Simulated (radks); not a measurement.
Values are calculated unless marked as measured or tabulated.
Question: The mean radii <r> (bohr) of the occupied orbitals of an atom or ion are listed with their occupations. Code: a radial shooting solver on a logarithmic mesh with Libxc functionals. Model: Dirac Kohn-Sham, exchange-only PBE, spin-unpolarised, spherical densities, finite nucleus; Fermi nuclear charge, rms radius of each element as measured or else 0.836 A^(1/3) + 0.57 fm.

orbital  occ.     <r>
1s1/2       2  0.2295
2s1/2       2   1.175
2p1/2       1   1.142

Name the element and its charge. Open shells, if any, fill j = l - 1/2 first.

Answer: Z = 7, nitrogen, charge +2: N2+ in [He] 2s2 2p1. The 1s radius gives Z: for a bare nucleus <r> = (2 gamma + 1)/(2Z) with gamma = sqrt(1 - (Z/c)^2), 0.2141 bohr for Z = 7, and screening makes it slightly larger (0.2295 here). The occupations add up to 5, and the charge is Z minus that.
